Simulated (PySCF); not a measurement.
## Radial density of Sc⁺ (scandium, charge +1)

UHF, [Ar] 3d1 4s1, high-spin 3D determinant. Calculation: PySCF 2.14, in aug-cc-pVDZ-DK (7s6p4d2f, 59 functions); scalar relativity by spin-free X2C-1e.

```tsv
r (bohr)	4πr²ρ (e/bohr)	4πr²(ρα − ρβ)
0.00131	0.1678	0.0001
0.00220	0.4305	0.0002
0.00370	1.081	0.0004
0.00622	2.618	0.0011
0.0105	5.953	0.0024
0.0176	12.10	0.0047
0.0296	20.30	0.0072
0.0498	24.88	0.0061
0.0838	20.56	-0.0007
0.141	19.41	0.0065
0.237	26.40	0.0440
0.399	14.84	0.1277
0.671	7.089	0.4405
1.13	8.072	0.5825
1.90	2.020	0.4977
3.19	0.4742	0.4431
5.37	0.08813	0.0881
9.03	0.0007122	0.0007
```

Densities and radii are taken from the X2C orbitals without a picture-change correction, which distorts them close to the nucleus.
